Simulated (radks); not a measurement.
Task: The cadmium ion Cd9+ is in [Kr] 4d(3/2: 3, 5/2: 0). Calculated with a radial shooting solver on a logarithmic mesh with Libxc functionals: Dirac Kohn-Sham, BLYP, spin-unpolarised, spherical densities, finite nucleus; Fermi nuclear charge, rms radius of each element as measured or else 0.836 A^(1/3) + 0.57 fm. Sub-shells are occupied by j as written (lower j first in brackets). One electron is removed from 4p1/2, 4d3/2, 4p3/2, 4s1/2 in turn, with full relaxation. Which removal costs least, and what does each cost?

Result: 4d3/2 172.59 eV; 4p3/2 233.32 eV; 4p1/2 240.47 eV; 4s1/2 277.68 eV. The 4d3/2 electron leaves first.
